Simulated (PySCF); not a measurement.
## In⁺: excitation energy

In⁺ [Kr] 4d10 5s2 (1S) → In⁺ [Kr] 4d10 5s1 6s1 (3S), as a difference of total energies. All numbers are calculated (PySCF 2.14, scalar relativity by spin-free X2C-1e, in aug-cc-pwCVTZ-DK3). Correlated levels: valence: [Kr] 4d10 frozen; valence and next inner shell: [Ar] 3d10 frozen. The calculations carry no spin-orbit coupling.

```
                                method  excitation energy (eV)
                                   UHF                  10.096
                                   LDA                  11.934
                                   PBE                  11.511
                                  PBE0                  11.283
                                r2SCAN                  11.427
                                M06-2X                  11.304
                                  PW91                  11.575
                             CAM-B3LYP                  11.699
                         MP2 (valence)                  10.662
                     SCS-MP2 (valence)                  10.849
    MP2 (valence and next inner shell)                  11.727
SCS-MP2 (valence and next inner shell)                  11.728
```

How much does correlation contribute at MP2 (valence and next inner shell)?

11.727 − (10.096) = 1.631 eV, measured against UHF.

Errors of the correlated levels include the incompleteness of this basis and the frozen core.

The promoted electron is Rydberg-like, and one or two diffuse shells describe it only roughly, which tends to raise the upper state.

For comparison: 11.645 eV (measured; NIST levels).
